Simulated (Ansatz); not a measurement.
Input for Ansatz (a program for electronic structure): U-PBE/def2-TZVPP on MgH, 2S+1 = 2, a point of a bond scan (R = 1.394 Å).

Ansatz 0.2 input:
```yaml
crystal:
  periodic: [false, false, false]
  atoms:
    - {symbol: Mg, position_ang: [-0.00000000, -0.00000000, -0.13405737]}
    - {symbol: H, position_ang: [0.00000000, 0.00000000, 1.26013927]}
basis:
  gaussian:
    orbitals: def2-TZVPP
hamiltonian:
  xc: {name: PBE}
magnetization: {spin_polarized: true, initial_magnetization: 1}
```

The log:

```
Functional definition: PBE
[...]
integrals: 0.01 GiB planned
347 factors; their error is unknown
mean field: 0.10 GiB planned
mean field evaluation 1: about -5453.7301 eV, gradient 1.2e1 eV
mean field evaluation 2: about -5453.1462 eV, gradient 1.3e1 eV
mean field evaluation 4: about -5454.9478 eV, gradient 2.8e-1 eV
mean field evaluation 8: about -5454.9433 eV, gradient 1.8e-3 eV
mean field -5454.94331260 eV, -200.4654692448 hartree, gradient 4.5e-5 eV, S^2 0.751152; 0 other end points of the search recorded, 0 dependent functions left out
reference -5454.94335031 eV, -200.4654706306 hartree; 7, 6 occupied and 39, 40 virtual orbitals, 347 factors
Total energy: -5454.94335031 eV, -200.4654706306 hartree
```

Self-consistency was reached.

Cost: about 0.6 core-seconds (a rough figure).
